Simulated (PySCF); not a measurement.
## Potential energy of MgGe along the bond

Set-up: Mg def2-SVPD, Ge def2-SVPD; no relativity (PySCF 2.14). Energies in eV from Mg + Ge in their ground configurations at the same level. State: ³Σ⁻ (triplet), unpaired electrons π ↑↑.

All columns are BHandHLYP. A positive dipole means Mg(−)Ge(+).

```
R (Å)  E (eV)  μ (D)  Mulliken charge on Mg (basis-dependent)  HOMO (eV)  LUMO (eV)  Mayer bond order  ⟨S²⟩
2.239  -0.273  -3.21                                     0.06      -5.97      -1.86              1.47  2.16
2.344  -0.526  -3.27                                     0.06      -5.86      -1.93              1.38  2.16
2.448  -0.667  -3.31                                     0.07      -5.76      -1.99              1.29  2.16
2.526  -0.719  -3.33                                     0.08      -5.70      -2.03              1.23  2.16
2.604  -0.738  -3.34                                     0.09      -5.65      -2.07              1.16  2.15
2.682  -0.734  -3.33                                     0.10      -5.62      -2.10              1.09  2.14
2.786  -0.702  -3.30                                     0.11      -5.58      -2.14              1.00  2.12
2.917  -0.638  -3.21                                     0.12      -5.56      -2.17              0.88  2.10
3.073  -0.547  -3.05                                     0.12      -5.56      -2.19              0.74  2.07
3.281  -0.426  -2.75                                     0.11      -5.59      -2.19              0.58  2.04
```

A fit through these points gives, at Re = 2.624 Å, μ = -3.34 D and dμ/dR = 0.0363 D/Å; the reduced mass is 18.11 u.

Q: How strong is the fundamental in the double-harmonic approximation, I = 42.26·(dμ/dR)²/μred km/mol?

A: I = 42.26·(0.0363)²/18.11 = 0.00307 km/mol at BHandHLYP.

Spin–orbit coupling is left out. The state was picked by a PBE0 search and need not be the measured ground state.
